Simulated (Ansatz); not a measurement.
C2H8AlBSi can be A, `[AlH2][SiH]1CBC1`, or B, `[AlH2][C]1([SiH3])BC1`.

Program: Ansatz. Geometries: PBE0-D4/def2-TZVP. ΔE: electronic, gas phase. CBS: MP2 limit from def2 TZ/QZ plus the TZ coupled-cluster correction, frozen cores. Functionals use def2-TZVPP. B3LYP here is the variant with VWN-RPA as its local correlation; programs differ in this.

(1) Which is lower in electronic energy at CCSD(T)/CBS, and by how much? (Best estimate.)

(2) Give E(B) − E(A) in kcal/mol with PBE-D4, B3LYP, r2SCAN-D4, CCSD(T)/def2-TZVPP, ωB97M-V, B3LYP-D4, HF/def2-TZVPP. (Estimate.)

Largest T1 diagnostic: 0.013.

Results:

(1) Computed: A, by 18.5 kcal/mol.

(2) Ansatz gave: PBE-D4 22.1, B3LYP 17.6, r2SCAN-D4 19.3, CCSD(T)/def2-TZVPP 18.7, ωB97M-V 17.0, B3LYP-D4 17.2, HF/def2-TZVPP 12.7. None reverses the order clearly.

From PBE to PBE0 (25 % exact exchange), in def2-TZVPP and without D4, E(B) − E(A) moves by −0.8 kcal/mol. In def2-TZVPP, CCSD(T) changes the Hartree–Fock value by +6.0 kcal/mol (the triples alone add +0.8 kcal/mol) and MP2 by +4.4 kcal/mol.
